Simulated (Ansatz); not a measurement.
H10N2Si3, SMILES `N[Si](N)([SiH3])[SiH3]`. Total charge 0; spin multiplicity 1. The geometry is a stationary point of PBE0-D4/def2-TZVP. It is one conformer, not always the lowest.

```xyz
15

N    -1.075    1.673    0.083
Si   -0.119    0.284   -0.265
N     0.236    0.328   -1.949
Si    1.981    0.188    0.798
Si   -1.412   -1.544    0.466
H    -1.703    1.677    0.869
H    -0.715    2.596   -0.109
H     1.055   -0.132   -2.310
H    -0.513    0.334   -2.624
H     2.717    1.479    0.668
H     2.845   -0.888    0.231
H     1.803   -0.092    2.251
H    -1.901   -1.358    1.863
H    -2.602   -1.755   -0.408
H    -0.595   -2.790    0.435
```

(1) What is the dipole moment at r2SCAN/def2-TZVPP? (An estimate is asked.)

(2) And with PBE, B3LYP, ωB97M-V? (An estimate is asked.)

(3) Give the Mulliken charges with r2SCAN, PBE, ωB97M-V in def2-TZVPP. (Estimate.)

Results:

(1) Computed: 1.45 D, with components (-0.43, 1.02, -0.95) D in this frame, pointing from negative to positive charge.

(2) Computed: PBE 1.50 D, B3LYP 1.38 D, ωB97M-V 1.38 D.

(3) Ansatz gave: 
```tsv
atom	r2SCAN	PBE	ωB97M-V
N1	-0.44	-0.37	-0.35
Si2	0.47	0.38	0.39
N3	-0.44	-0.37	-0.35
Si4	0.10	0.03	0.00
Si5	0.10	0.03	0.00
H6	0.15	0.15	0.12
H7	0.16	0.15	0.12
H8	0.15	0.15	0.12
H9	0.16	0.15	0.12
H10	-0.07	-0.05	-0.03
H11	-0.07	-0.05	-0.03
H12	-0.07	-0.05	-0.03
H13	-0.07	-0.05	-0.03
H14	-0.07	-0.05	-0.03
H15	-0.07	-0.05	-0.03
```

B3LYP here is the variant with VWN-RPA as its local correlation; programs differ in this.
